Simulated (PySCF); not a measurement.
CHNO, SMILES N=C=O. Geometry optimised at PBE0-D3(BJ)/def2-TZVP.

Calculation: PySCF with PBE0-D3(BJ)/def2-TZVP.

Harmonic wavenumbers (cm⁻¹): 573, 649, 789, 1357, 2371, 3713. Rotational constants (GHz): 886.7, 11.16, 11.02; symmetry number 1.

Task: Work out the zero-point energy and the ideal-gas rigid-rotor harmonic-oscillator thermochemistry at 298.15 K and 1 atm.

Result: ZPE = ½ Σ hcν = ½ × 9452 cm⁻¹ = 13.51 kcal/mol. H − E(el) = 16.13 kcal/mol. Entropy in cal/(mol K): translation 37.20, rotation 18.63, vibration 1.11, total 56.94. G − E(el) = -0.84 kcal/mol. Cp = 10.76 cal/(mol K).
